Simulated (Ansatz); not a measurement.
Basis-set extrapolation for `O[SiH]1[AlH][Al]1[F]` (PBE0-D4/def2-TZVP geometry, frozen core, Ansatz 0.2.0). Multiplicity 1, RHF reference.

```tsv
	def2-TZVPP	def2-QZVPP
HF	-948.983748	-949.014513
MP2 correlation	-0.764285	-0.829095
CCSD(T) correlation	-0.825698	not run
```

Energies in hartree. Use E(X) = E(∞) + A·exp(−7.88·√X) for Hartree–Fock and E(X) = E(∞) + B·X^(−2.97) for correlation, with X = 3 and 4, and add CCSD(T) minus MP2 of the smaller set to the MP2 limit.

Q: What is the CCSD(T) energy at the basis-set limit?

A: HF limit: -949.014513 + (-0.030765) × 0.13774 = -949.01875. MP2 limit: -0.829095 + (-0.064810) × 0.74074 = -0.87710. Higher-order term: -0.825698 − (-0.764285) = -0.06141. Total: -949.95726 hartree, 92.8 kcal/mol below CCSD(T)/def2-TZVPP.
